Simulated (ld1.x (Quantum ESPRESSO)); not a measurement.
Varying the TM potential for P

Base potential:

phosphorus, norm-conserving Troullier–Martins (Kleinman–Bylander form), made with ld1.x (Quantum ESPRESSO) 7.5 (PBE, non-relativistic). Core [Ne], reference 3s2 3p1 (charge +2). Waves: 3s (bound): rc 1.35 bohr; 3p (bound): rc 1.60 bohr. Local part: all-electron potential smoothed inside 1.20 bohr (lloc = -1). Core correction: Bessel-smoothed model core inside 1.10 bohr.

All-electron outer shells of the reference configuration (PBE, non-relativistic, ld1.x):

| shell | level (eV) | outermost node (bohr) | outermost maximum (bohr) |
| --- | --- | --- | --- |
| 3s | -33.86 | 0.65 | 1.52 |
| 3p | -24.28 | 0.63 | 1.68 |

Cutoffs, loose and tight: the cutoffs (Ry, on a coarse ladder) from which the occupation-weighted sum of valence levels, in a spherical-Bessel basis at the reference potential, stays within 10 and 1 mRy of its value at 400 Ry. They do not see the model core or the augmentation charge, which bear on the density cutoff. Test errors are all-electron minus pseudo excitation energies from the reference, over the configurations 3s2 3p3; 3s2 3p2; 3s2 3p0; 3s1 3p4; 3s1 3p3; 3s0 3p5; 3s2 3p3.3. A dash means not determined; rows that change the core or the reference have their own tests.

A true bound ghost makes a file unfit for plane-wave use even where its test errors are small: the radial tests pick states by their node count and pass the ghost by.

On the changes marked as counting shells twice: ld1.x takes every shell without a wave as core, so the model core holds the marked electrons as well and exchange and correlation see them twice. This cancels in the reference configuration, but the file is broken for other ones, and its errors say nothing about a proper core correction.

```csv
change,outcome,"cutoff, loose","cutoff, tight",bound ghosts,largest test error (meV)
base,generated,35 Ry,70 Ry,none,+39
wave 3p (bound): rc 1.60 bohr becomes 3p (bound): rc 1.56 bohr,generated,35 Ry,70 Ry,none,+38
"all radii but the core radius scaled by about 1.29 (s 1.74, p 2.08 bohr); local potential all-electron potential smoothed inside 1.56 bohr (lloc = -1)",generated,21 Ry,45 Ry,none,+34
local potential all-electron potential smoothed inside 0.64 bohr (lloc = -1),generated,40 Ry,60 Ry,s,+34
core correction Bessel-smoothed model core inside 1.06 bohr,generated,35 Ry,70 Ry,none,+38
local potential the s channel,generated,35 Ry,70 Ry,none,+31
"core [He], valence charge 13; reference 2s2 2p6 3s1 3p4; waves now 2s (bound): rc 0.80 bohr; 2p (bound): rc 0.80 bohr; local potential the p channel; core correction a·sin(br)/r model core inside 0.55 bohr (3p, 3s counted twice)","generated, misses its reference levels by 0.39 eV",300 Ry,over 300 Ry,none,+1228
"type PAW; waves now 3s (bound): rcut 1.15, rcutus 1.35 bohr; 3s channel at -2.2 Ry: rcut 1.15, rcutus 1.35 bohr; 3p (bound): rcut 1.40, rcutus 1.60 bohr; 3p channel at -1.05 Ry: rcut 1.40, rcutus 1.60 bohr; local potential all-electron potential smoothed inside 1.50 bohr (lloc = -1); augmentation PSQ, radius 1.05 bohr",generated,18 Ry,30 Ry,none,-10
```

Question: What comes out with this change to the base: scalar-relativistic?

Answer: outcome: generated; cutoff, loose: 35 Ry; cutoff, tight: 60 Ry; bound ghosts: none; largest test error (meV): +40.

Question: What comes out with this change to the base: wave 3s (bound): rc 1.35 bohr becomes 3s (bound): rc 1.82 bohr?

Answer: outcome: generated; cutoff, loose: 18 Ry; cutoff, tight: 45 Ry; bound ghosts: none; largest test error (meV): +41.

Question: What comes out with this change to the base: reference 3s1.75 3p3.25?

Answer: outcome: generated; cutoff, loose: 30 Ry; cutoff, tight: 55 Ry; bound ghosts: none; largest test error (meV): +217.
